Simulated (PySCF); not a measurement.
# Atomic charges by several schemes

C₅H₁₂N₂Si.
Structure used (GFN2-xTB), in Å, numbered top down from 1:
```xyz
20
C5H12N2Si angstrom
Si     3.7277   -0.0069   -0.4006
N      2.0454   -0.4113   -0.3919
N      1.1456    0.4625    0.1132
C     -0.0999    0.2643    0.0227
C     -0.8403   -0.8965   -0.6109
C     -2.3110   -0.4818   -0.5424
C     -2.3842    0.4262    0.6855
C     -1.0894    1.2334    0.6070
H      4.0021    1.1299   -1.2857
H      4.1387    0.3095    0.9649
H      4.3485   -1.2306   -0.9122
H      1.6707   -1.2273   -0.8678
H     -0.5097   -1.0848   -1.6356
H     -0.6635   -1.8060   -0.0271
H     -2.5748    0.0884   -1.4351
H     -2.9831   -1.3364   -0.4710
H     -2.3896   -0.1788    1.5939
H     -3.2731    1.0552    0.6856
H     -0.7558    1.6204    1.5680
H     -1.2095    2.0811   -0.0732
```

Density: PBE0/pcSseg-1 (PySCF); schemes: Mulliken, IAO, Hirshfeld and ESP-fitted. One conformer (not necessarily the lowest) at the GFN2-xTB geometry, without solvent, vibrations or thermal averaging.

Question: Do the Mulliken, IAO, Hirshfeld and ESP-fitted schemes agree on where the charge is highest?

Answer: The schemes don't all agree: Mulliken Si1 (+0.662); IAO Si1 (+0.776); Hirshfeld Si1 (+0.349); ESP-fitted C4 (+0.500).

Question: Do the Mulliken, IAO, Hirshfeld and ESP-fitted schemes agree on where the charge is lowest?

Answer: The schemes don't all agree: Mulliken N2 (-0.473); IAO N2 (-0.531); Hirshfeld N2 (-0.181); ESP-fitted N3 (-0.500).

Question: Give the atomic charges in each scheme.

Answer: In e:

```json
{"atom": "Si1", "environment": "SiH3 silicon", "Mulliken": "+0.662", "IAO": "+0.776", "Hirshfeld": "+0.349", "ESP-fitted": "+0.449"}
{"atom": "N2", "environment": "silicon-bound nitrogen", "Mulliken": "-0.473", "IAO": "-0.531", "Hirshfeld": "-0.181", "ESP-fitted": "-0.289"}
{"atom": "N3", "environment": "C=N nitrogen", "Mulliken": "-0.244", "IAO": "-0.187", "Hirshfeld": "-0.118", "ESP-fitted": "-0.500"}
{"atom": "C4", "environment": "C=N carbon", "Mulliken": "-0.030", "IAO": "+0.098", "Hirshfeld": "+0.052", "ESP-fitted": "+0.500"}
{"atom": "C5", "environment": "ring CH2 carbon", "Mulliken": "-0.204", "IAO": "-0.311", "Hirshfeld": "-0.078", "ESP-fitted": "-0.134"}
{"atom": "C6", "environment": "ring CH2 carbon", "Mulliken": "-0.214", "IAO": "-0.255", "Hirshfeld": "-0.067", "ESP-fitted": "-0.187"}
{"atom": "C7", "environment": "ring CH2 carbon", "Mulliken": "-0.230", "IAO": "-0.260", "Hirshfeld": "-0.069", "ESP-fitted": "+0.046"}
{"atom": "C8", "environment": "ring CH2 carbon", "Mulliken": "-0.139", "IAO": "-0.276", "Hirshfeld": "-0.077", "ESP-fitted": "-0.311"}
{"atom": "H9", "environment": "Si–H hydrogen", "Mulliken": "-0.110", "IAO": "-0.146", "Hirshfeld": "-0.084", "ESP-fitted": "-0.089"}
{"atom": "H10", "environment": "Si–H hydrogen", "Mulliken": "-0.101", "IAO": "-0.132", "Hirshfeld": "-0.077", "ESP-fitted": "-0.076"}
{"atom": "H11", "environment": "Si–H hydrogen", "Mulliken": "-0.127", "IAO": "-0.135", "Hirshfeld": "-0.079", "ESP-fitted": "-0.108"}
{"atom": "H12", "environment": "N–H hydrogen", "Mulliken": "+0.182", "IAO": "+0.236", "Hirshfeld": "+0.106", "ESP-fitted": "+0.224"}
{"atom": "H13", "environment": "methylene hydrogen", "Mulliken": "+0.137", "IAO": "+0.141", "Hirshfeld": "+0.040", "ESP-fitted": "+0.056"}
{"atom": "H14", "environment": "methylene hydrogen", "Mulliken": "+0.141", "IAO": "+0.143", "Hirshfeld": "+0.041", "ESP-fitted": "+0.062"}
{"atom": "H15", "environment": "methylene hydrogen", "Mulliken": "+0.121", "IAO": "+0.133", "Hirshfeld": "+0.038", "ESP-fitted": "+0.070"}
{"atom": "H16", "environment": "methylene hydrogen", "Mulliken": "+0.121", "IAO": "+0.139", "Hirshfeld": "+0.041", "ESP-fitted": "+0.060"}
{"atom": "H17", "environment": "methylene hydrogen", "Mulliken": "+0.120", "IAO": "+0.131", "Hirshfeld": "+0.037", "ESP-fitted": "+0.022"}
{"atom": "H18", "environment": "methylene hydrogen", "Mulliken": "+0.120", "IAO": "+0.139", "Hirshfeld": "+0.041", "ESP-fitted": "+0.022"}
{"atom": "H19", "environment": "methylene hydrogen", "Mulliken": "+0.135", "IAO": "+0.155", "Hirshfeld": "+0.044", "ESP-fitted": "+0.091"}
{"atom": "H20", "environment": "methylene hydrogen", "Mulliken": "+0.133", "IAO": "+0.144", "Hirshfeld": "+0.041", "ESP-fitted": "+0.094"}
```

Mean size of the charges over all atoms: IAO 0.223 e, Mulliken 0.187 e, ESP-fitted 0.170 e, Hirshfeld 0.083 e. Each set sums to the total charge, 0, to within 0.001 e. The IAO scheme counts the electrons in orthogonalised intrinsic atomic orbitals, a minimal basis polarised so that it spans the occupied orbitals exactly.

Question: How closely do the schemes follow one another over all atoms?

Answer: Correlation coefficient and root-mean-square difference: Mulliken with IAO 0.98, 0.061 e; IAO with Hirshfeld 0.97, 0.171 e; Mulliken with Hirshfeld 0.97, 0.131 e; Hirshfeld with ESP-fitted 0.81, 0.154 e; IAO with ESP-fitted 0.77, 0.176 e; Mulliken with ESP-fitted 0.73, 0.171 e.

Question: How many electrons does the Mulliken scheme count on C6?

Answer: Z − q = 6 − (-0.214) = 6.214.
